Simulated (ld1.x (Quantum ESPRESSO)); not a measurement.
## chromium (Cr): TM semilocal pseudisation with PBEsol, scalar-relativistic reference atom.

ld1.x (Quantum ESPRESSO) 7.5 was run on this input:

```
&input
   title='Cr', zed=24., rel=1, dft='PBESOL', iswitch=3,
   config='[Ar] 3d5 4s1 4p0',
   nld=3, rlderiv=2.55, eminld=-5.0, emaxld=5.0, deld=0.02
 /
 &inputp
   pseudotype=1, tm=.true., lloc=1,
   nlcc=.true., new_core_ps=.true.,
   file_pseudopw='Cr.pp', file_wfcaegen='ae.wfc', file_wfcncgen='nc.wfc'
 /
3
4S  1  0   1.00   0.00  2.35  2.35  0.0
3D  3  2   5.00   0.00  1.95  1.95  0.0
3P  2  1   6.00   0.00  1.10  1.10  0.0
 &test
   configts(1)='3p6 3d5 4s1 4p0'
 /
```

Command:

```bash
ld1.x < Cr.in > Cr.out
```

The program printed (shortened: banner, matrices, multipoles, cross overlaps and the repeated all-electron block are left out):

```
Program LD1 v.7.5
     --------------------------- All-electron run ----------------------------

     Cr
     scalar relativistic calculation

     atomic number is 24.00
     dft =PBESOL   lsd =0 sic =0 latt =0  beta=0.20 tr2=1.0E-14
     Exchange-correlation= PBESOL
                           (   1   4  10   8   0   0   0)
     mesh =1183 r(mesh) =  99.18097 a.u. xmin = -7.00 dx = 0.01250
     1 Ry =  13.60569312 eV, c = 137.03599908

     n l     nl                  e(Ry)          e(Ha)          e(eV)
     1 0     1S 1( 2.00)      -431.7567      -215.8784     -5874.3496
     2 0     2S 1( 2.00)       -48.9749       -24.4874      -666.3373
     2 1     2P 1( 6.00)       -41.1803       -20.5902      -560.2872
     3 0     3S 1( 2.00)        -5.4221        -2.7110       -73.7710
     3 1     3P 1( 6.00)        -3.3322        -1.6661       -45.3368
     3 2     3D 1( 5.00)        -0.2152        -0.1076        -2.9284
     4 0     4S 1( 1.00)        -0.2951        -0.1476        -4.0155
     4 1     4P 1( 0.00)        -0.0701        -0.0351        -0.9541

     final scf error:  1.2E-15 reached in  32 iterations

     Etot =   -2098.907094 Ry,   -1049.453547 Ha,  -28557.085811 eV

     Ekin =    2119.885858 Ry,    1059.942929 Ha,   28842.516433 eV
     Encl =   -5011.254271 Ry,   -2505.627136 Ha,  -68181.587773 eV
     Eh   =     887.483924 Ry,     443.741962 Ha,   12074.833926 eV
     Exc  =     -95.022605 Ry,     -47.511302 Ha,   -1292.848398 eV

     normalization and overlap integrals

     s(1S/1S) =  1.000000  <r> =   0.0636  <r2> =    0.0054  r(max) =   0.0417
     s(2S/2S) =  1.000000  <r> =   0.2934  <r2> =    0.1017  r(max) =   0.2428
     s(2P/2P) =  1.000000  <r> =   0.2600  <r2> =    0.0832  r(max) =   0.1988
     s(3S/3S) =  1.000000  <r> =   0.9027  <r2> =    0.9420  r(max) =   0.7764
     s(3P/3P) =  1.000000  <r> =   0.9667  <r2> =    1.1055  r(max) =   0.7961
     s(3D/3D) =  1.000000  <r> =   1.5149  <r2> =    3.3146  r(max) =   0.8369
     s(4S/4S) =  1.000000  <r> =   3.4161  <r2> =   13.6160  r(max) =   2.7441
     s(4P/4P) =  1.000000  <r> =   5.1972  <r2> =   32.6634  r(max) =   3.8940

     ------------------------ End of All-electron run ------------------------

     --------------------- Generating NC pseudopotential ---------------------

      Generating local pot.: lloc=1, matching radius rcloc =   1.1000

      Computing core charge for nlcc:

       r > 0.46 : true rho core
      Core charge pseudized with two Bessel functions
      Integrated core pseudo-charge :   8.16

      Wfc   4S  rcut= 2.333  Using Troullier-Martins method

      Wfc   3D  rcut= 1.958  Using Troullier-Martins method

     ------------------- End of pseudopotential generation -------------------

     Computing logarithmic derivative in   2.56181
     Computing logarithmic derivative in   2.56181
     Computing the partial wave expansion
     R is outside the sphere for l=    0 j= 0.00
       no projector for channel:   1
     R is outside the sphere for l=    2 j= 0.00

     ---------------------- Testing the pseudopotential ----------------------

     Cr
     scalar relativistic calculation

     atomic number is 24.00   valence charge is 12.00
     dft =PBESOL   lsd =0 sic =0 latt =0  beta=0.20 tr2=1.0E-14
     mesh =1183 r(mesh) =  99.18097 xmin = -7.00 dx = 0.01250

     n l     nl             e AE (Ry)        e PS (Ry)    De AE-PS (Ry)
     2 1     3P   1( 6.00)       -3.33220       -3.33224        0.00005
     3 2     3D   1( 5.00)       -0.21523       -0.21523        0.00000
     1 0     4S   1( 1.00)       -0.29513       -0.29513        0.00000
     3 1     4P   1( 0.00)       -0.07013       -0.07052        0.00039

     eps = 2.4E-15  iter = 13

     Etot =   -2098.907094 Ry,   -1049.453547 Ha,  -28557.085811 eV
     Etotps =  -146.721295 Ry,     -73.360647 Ha,   -1996.244910 eV

     Ekin =      71.112356 Ry,      35.556178 Ha,     967.532892 eV
     Encl =    -264.834449 Ry,    -132.417225 Ha,   -3603.256245 eV
     Ehrt =     100.325486 Ry,      50.162743 Ha,    1364.997778 eV
     Ecxc =     -46.603248 Ry,     -23.301624 Ha,    -634.069497 eV
     (Ecc =     -28.452022 Ry,     -14.226011 Ha,    -387.109476 eV)
     Epseu=      -6.721439 Ry,      -3.360720 Ha,     -91.449838 eV

     ---------------------- End of pseudopotential test ----------------------
```

Generation and configuration tests took about 2.3 s on one core of a shared server CPU.
